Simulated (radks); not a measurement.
The numbers below are computed, except where a source is named.
Charge is removed step by step from the 3p down level of neutral chlorine, starting from [Ne] 3s2 3p(up 3, down 2). Level of theory: scalar-relativistic Kohn-Sham, PBE, spin-polarised, spherical densities, point nucleus (a radial shooting solver on a logarithmic mesh with Libxc functionals).

removed (e) = 0: E - E(0) (eV) 0.000; eigenvalue (eV) -8.119; E minus straight line (eV) 0.000
removed (e) = 0.25: E - E(0) (eV) 2.327; eigenvalue (eV) -10.514; E minus straight line (eV) -0.935
removed (e) = 0.5: E - E(0) (eV) 5.264; eigenvalue (eV) -12.997; E minus straight line (eV) -1.260
removed (e) = 0.75: E - E(0) (eV) 8.831; eigenvalue (eV) -15.557; E minus straight line (eV) -0.954
removed (e) = 1: E - E(0) (eV) 13.047; eigenvalue (eV) -18.185; E minus straight line (eV) 0.000

Removing the whole electron costs 13.047 eV by Delta-SCF, against 8.119 eV from minus the eigenvalue at the starting occupation. Slater's transition state (half an electron removed) gives 12.997 eV. Integrating minus the eigenvalue over the occupation (Janak's theorem) gives 13.048 eV. In this scalar-relativistic scheme the density is built from large components alone, so the theorem holds only approximately. The mean slope of the eigenvalue, de/dn, is 10.1 eV per electron. Ionisation energy of Cl in the NIST Atomic Spectra Database: 12.968 eV (measured).
